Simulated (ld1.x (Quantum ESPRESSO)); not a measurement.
**N: excitation energies, all-electron against ultrasoft**

- Element: N
- Generator: ld1.x (Quantum ESPRESSO) 7.5
- Type: ultrasoft
- Functional: PBE
- Relativity: scalar-relativistic
- Frozen core: [He]
- Valence charge: 5
- Reference configuration: 2s2 2p3
- Partial waves: 2s (bound): rcut 0.85, rcutus 1.20 bohr; 2s channel at 2.5 Ry: rcut 0.85, rcutus 1.20 bohr; 2p (bound): rcut 1.45, rcutus 1.95 bohr; 2p channel at -0.1 Ry: rcut 1.45, rcutus 1.95 bohr
- Local potential: all-electron potential smoothed inside 1.60 bohr (lloc = -1)
- Core correction: none
- Augmentation charge: PSQ, radius 0.65 bohr

Energies are relative to the spin-unpolarised reference configuration 2s2 2p3; without spin polarisation the order of configurations can differ from experiment.

| valence configuration | charge | ΔE all-electron (eV) | error AE − PS (meV) |
| --- | --- | --- | --- |
| 2s2 2p2 | +1 | 13.591 | +4.6 |
| 2s2 2p1 | +2 | 42.445 | +59 |
| 2s2 2p0 | +3 | 89.528 | +413 |
| 2s1 2p0 | +4 | 167.346 | +576 |
| 2s1 2p4 | 0 | 11.508 | +23 |
| 2s2 2p3.3 | -0.3 | -1.619 | +0.2 |

Problem. What are ΔE and the potential's error for 2s0 2p5?

Solution. ΔE = 23.041 eV all-electron; the error (AE − PS) is +86 meV.

Levels in the configuration 2s0 2p5:

| level | all-electron (eV) | pseudo (eV) |
| --- | --- | --- |
| 2p | -7.893 | -7.899 |
